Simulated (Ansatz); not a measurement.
Reactions of C₂H₁₀GeSi (`C[SiH2][CH2][GeH3]`).

Isolated molecules relaxed with PBE0-D4/def2-TZVP in Ansatz; ΔE leaves out vibrations. CCSD(T)/CBS adds triple-zeta CCSD(T) − MP2 to the extrapolated MP2 energy (def2 sets, frozen cores). This one scheme is used for every species. DFT in def2-TZVPP. For Br, Ge outer-core shells are correlated without core-valence functions, which leaves a few kJ/mol of doubt a bond. Scalar relativity is left out up to krypton. Each species was taken in one conformer, which may not be the lowest.

```tsv
reaction	CCSD(T)/CBS(def2) (eV)
`C[SiH2][CH2][GeH3]` + `CB[SiH2]O` → `O[SiH2][BH][GeH3]` + `CC[SiH2]C`	0.52
`C[SiH2][CH2][GeH3]` + `S[B]1[O][AlH]1` → `C[SiH2][B]1[O][AlH]1` + `S[CH2][GeH3]`	?
`C[SiH2][CH2][GeH3]` + `C=C[NH][GeH3]` → `C[SiH2][NH][GeH3]` + `C=C[CH2][GeH3]`	-0.64
`C[SiH2][CH2][GeH3]` + `C=C[SiH2]S` → `C=C[SiH2][S][GeH3]` + `C[SiH2]C`	?
`C[SiH2][CH2][GeH3]` + `C=C(N)O` → `C=C(N)[O][GeH3]` + `C[SiH2]C`	-0.30
`C[SiH2][CH2][GeH3]` + `N=CF` → `C[SiH2]/N=C/F` + `[CH3][GeH3]`	?
`C[SiH2][CH2][GeH3]` + HBr → `C[SiH2]Br` + `[CH3][GeH3]`	-0.99
`C[SiH2][CH2][GeH3]` + `OPO` → `O[P](O)[GeH3]` + `C[SiH2]C`	-0.09
`C[SiH2][CH2][GeH3]` + `[NH2][AlH2]` → `C[SiH2][NH][AlH2]` + `[CH3][GeH3]`	-0.54
`C[SiH2][CH2][GeH3]` + `N[SiH](F)Cl` → `F[SiH](Cl)[NH][GeH3]` + `C[SiH2]C`	-0.18
```

Task: Fill in the missing values. (Best estimate.)

Result: Ansatz gave: `C[SiH2][CH2][GeH3]` + `S[B]1[O][AlH]1` → `C[SiH2][B]1[O][AlH]1` + `S[CH2][GeH3]`: +1.51 eV; `C[SiH2][CH2][GeH3]` + `C=C[SiH2]S` → `C=C[SiH2][S][GeH3]` + `C[SiH2]C`: -0.61 eV; `C[SiH2][CH2][GeH3]` + `N=CF` → `C[SiH2]/N=C/F` + `[CH3][GeH3]`: -0.51 eV.

Largest T1 diagnostic: 0.016, for `S[B]1[O][AlH]1`.
